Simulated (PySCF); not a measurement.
Species: C7H5NOS.
Structure used (PBE0-D3(BJ)/def2-SVP), in Å, numbered top down from 1:
```
atom  x, y, z in Å
O1    -1.6725   -2.3194   -0.4342
C2    -2.1380   -1.2046   -0.3223
C3    -1.3112   -0.0261   -0.1017
C4    -1.7510    1.2763    0.0384
S5    -0.4771    2.4097    0.2865
C6     0.7214    1.1597    0.2117
C7     2.1238    0.9445    0.2868
C8     2.2969   -0.4177    0.1170
N9     1.0786   -1.0245   -0.0537
C10    0.1094   -0.0741    0.0002
H11   -3.2397   -1.0280   -0.3874
H12   -2.7839    1.6235    0.0069
H13    2.9145    1.6734    0.4443
H14    3.2167   -0.9986    0.1075
H15    0.8910   -2.0069   -0.2062
```

Linear response at wB97X-D/def2-SVPD (PySCF, frozen core in the response, non-relativistic). The structure is a single PBE0-D3(BJ)/def2-SVP conformer in the gas phase; no vibrational or solvent corrections.

Static isotropic polarisability: 109.94 au (16.29 Å³), principal values 62.2, 133.2, 134.4 au.

Task: What is the polarisability at 1064 nm and at the sodium D line?

Result: 111.72 au at 1064 nm (+1.6 %), 116.38 au at 589.3 nm (+5.9 %). The rise at 589.3 nm is 3.61 times that at 1064 nm; a pure ω² law gives 3.26. The lowest singlet lies at 302 nm, shorter than both wavelengths.

Task: What is the isotropic C6 coefficient between two such molecules, C6 = (3/π)∫α(iω)² dω?

Result: 4305 au (Eh·bohr⁶) by a ten-point quadrature over imaginary frequencies, which is 2570 eV·Å⁶ or 248 J·nm⁶/mol.

Task: Which effective excitation energy ω̄ makes London's formula C6 = (3/4)α²ω̄ exact here?

Result: ω̄ = 4·C6/(3α²) = 0.475 Eh = 12.9 eV. A one-pole form α(ω) = α/(1 − ω²/ω̄²) fitted to the 1064 nm value gives 9.2 eV.

Task: What n − 1 at the D line would an ideal gas of it have at 273.15 K and 1 atm (2.6868 × 10¹⁹ cm⁻³), by n − 1 = 2π·N·α′?

Result: 29.11 × 10⁻⁴, a formal value whether or not that pressure can be reached.

Task: What three-body coefficient follows from the one-pole estimate C9 = (3/4)·α·C6?

Result: 355000 au. This is an estimate from the two numbers above, not a computed integral.

Task: What does −C6/R⁶ come to at R = 12 Å between centres?

Result: -83 J/mol. This is the leading, orientation-averaged term; C8 and higher terms are left out.

Task: The lowest 6 singlets have (eV, f): 4.10, 0.000; 4.20, 0.064; 4.65, 0.188; 5.84, 0.309; 5.88, 0.000; 6.02, 0.000. What share of the static polarisability do they carry in the sum over states α = Σ f/ω²?

Result: 15.87 au, 14.4 % of α; the largest term, 6.71 au, is that of the state at 5.84 eV. Their oscillator strengths add up to 0.56. Higher states carry the rest.

Time: 72 s of wall time; peak memory 1.2 GiB. Hardware: Intel Xeon Platinum 8488C, one thread, on a shared host. This is the whole response run at wB97X-D/def2-SVPD, SCF included.

wB97X-D is run here without its empirical dispersion term; that term would change no orbital, density or response property at a fixed geometry.
